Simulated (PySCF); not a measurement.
Mn⁺ (manganese, charge +1): B3LYP calculation

Configuration: [Ar] 3d5 4s1, high-spin 7S determinant. Computed with PySCF 2.14 in aug-cc-pVDZ-DK (7s6p4d2f, 59 functions), with scalar relativity by spin-free X2C-1e.

* Total energy: -1158.299 hartree
* One-electron energy: -1587.271 hartree
* Hartree (Coulomb) energy: 481.439 hartree
* Exchange-correlation energy: -52.468 hartree
* ⟨S²⟩: 12.0004
* ⟨L²⟩: 0.000
* Sum of ⟨r⟩: 17.87 bohr
* Sum of ⟨r²⟩: 25.63 bohr²
* Langevin diamagnetic susceptibility: -20.3 ×10⁻⁶ cm³/mol
* Time after the integrals: 1.1 s of wall time on 1 thread of AMD EPYC 7R43 64-Core Processor (shared host)

| shell | electrons | mean orbital energy (hartree) | rms radius, mean of both spins (bohr) |
| --- | --- | --- | --- |
| 1s α | 1 | -237.70357 | 0.0703 |
| 1s β | 1 | -237.69997 | 0.0703 |
| 2s α | 1 | -28.09822 | 0.303 |
| 2s β | 1 | -28.01237 | 0.303 |
| 2p α | 3 | -23.83427 | 0.273 |
| 2p β | 3 | -23.76198 | 0.273 |
| 3s α | 1 | -3.68620 | 0.917 |
| 3s β | 1 | -3.45682 | 0.917 |
| 3p α | 3 | -2.49797 | 0.988 |
| 3p β | 3 | -2.25784 | 0.988 |
| 3d α | 5 | -0.66660 | 1.32 |
| 4s α | 1 | -0.48271 | 2.97 |

Densities and radii are taken from the X2C orbitals without a picture-change correction, which distorts them close to the nucleus.
